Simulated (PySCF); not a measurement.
Geometry:
```json
{"atom": "O1", "x (Å)": "-2.031", "y (Å)": "0.586", "z (Å)": "-1.308"}
{"atom": "C2", "x (Å)": "-2.714", "y (Å)": "0.420", "z (Å)": "-0.336"}
{"atom": "O3", "x (Å)": "-4.040", "y (Å)": "0.547", "z (Å)": "-0.344"}
{"atom": "C4", "x (Å)": "-2.185", "y (Å)": "0.048", "z (Å)": "1.026"}
{"atom": "O5", "x (Å)": "-0.819", "y (Å)": "-0.094", "z (Å)": "1.062"}
{"atom": "Si6", "x (Å)": "0.296", "y (Å)": "0.056", "z (Å)": "-0.128"}
{"atom": "C7", "x (Å)": "1.859", "y (Å)": "-0.329", "z (Å)": "0.869"}
{"atom": "Si8", "x (Å)": "3.409", "y (Å)": "-0.378", "z (Å)": "-0.206"}
{"atom": "H9", "x (Å)": "-4.354", "y (Å)": "0.788", "z (Å)": "-1.232"}
{"atom": "H10", "x (Å)": "-2.500", "y (Å)": "0.828", "z (Å)": "1.734"}
{"atom": "H11", "x (Å)": "-2.669", "y (Å)": "-0.891", "z (Å)": "1.329"}
{"atom": "H12", "x (Å)": "0.385", "y (Å)": "1.416", "z (Å)": "-0.656"}
{"atom": "H13", "x (Å)": "0.125", "y (Å)": "-0.942", "z (Å)": "-1.182"}
{"atom": "H14", "x (Å)": "1.745", "y (Å)": "-1.284", "z (Å)": "1.380"}
{"atom": "H15", "x (Å)": "1.988", "y (Å)": "0.416", "z (Å)": "1.652"}
{"atom": "H16", "x (Å)": "4.577", "y (Å)": "-0.713", "z (Å)": "0.620"}
{"atom": "H17", "x (Å)": "3.277", "y (Å)": "-1.392", "z (Å)": "-1.252"}
{"atom": "H18", "x (Å)": "3.641", "y (Å)": "0.924", "z (Å)": "-0.833"}
```

- structure optimised with GFN2-xTB
- NMR shieldings at PBE0/pcSseg-1/GIAO
- run in PySCF 2.14
- one conformer, non-relativistic Hamiltonian, no solvent, fast rotation and ring inversion assumed for equivalent nuclei

δ = σ(ref) − σ, references computed at the same level: ¹³C (σref 186.93) and ¹H (σref 31.72) and ²⁹Si (σref 349.16) vs TMS; ¹⁷O (σref 336.08) against H2O.

```tsv
atoms	nucleus	count	Hirshfeld charge	δ (ppm)
Si6	²⁹Si	1	0.36	-21.2
H12/H13	¹H	2	-0.09	5.26
C2	¹³C	1	0.22	?
H9	¹H	1	0.20	6.44
C7	¹³C	1	-0.26	-4.9
O1	¹⁷O	1	-0.22	?
O5	¹⁷O	1	-0.22	5.8
Si8	²⁹Si	1	0.30	?
C4	¹³C	1	0.01	63.8
O3	¹⁷O	1	-0.16	?
H14/H15	¹H	2	0.04	0.06
H10/H11	¹H	2	0.06	4.76
H16/H17/H18	¹H	3	-0.08	3.81
```

**Question.** Complete the table.

**Answer.** 
- C2: 181.0 ppm, carboxylic acid carbon; lone-pair donation from the attached heteroatom keeps it upfield of a ketone carbonyl
- O1: 423.7 ppm, carbonyl oxygen
- O3: 196.4 ppm, acid hydroxyl oxygen
- Si8: -81.9 ppm, silicon bonded to C, 3 H

Exchangeable OH/NH protons stand at their gas-phase positions; hydrogen bonding in a real sample shifts them, mostly to higher δ. Shifts are as computed. Against solution values, carbons near 30 ppm lie about +3 ppm off and those near 130 ppm about +5 ppm. Of 1309 compounds with measured shifts, 239 miss one by over three times the rms of a fit or turn the order of signals round; such compounds aren't used in these exercises. In solution the two oxygens of a carboxylic acid exchange roles by proton transfer and give one 17O line. Hydrogen bonding in solution shields acid and N–H amide carbonyl oxygens by tens of ppm. The C=O carbon of an acid or of an amide with N–H lies up to 10 ppm further downfield in solution, through hydrogen bonding that the calculation lacks. Unscaled 17O shifts of doubly bonded oxygen tend to come out too high, by tens of ppm or more. Experimental scales use liquid or dissolved standards, which lie at an offset from isolated H2O (liquid H2O: subtract about 36 ppm).
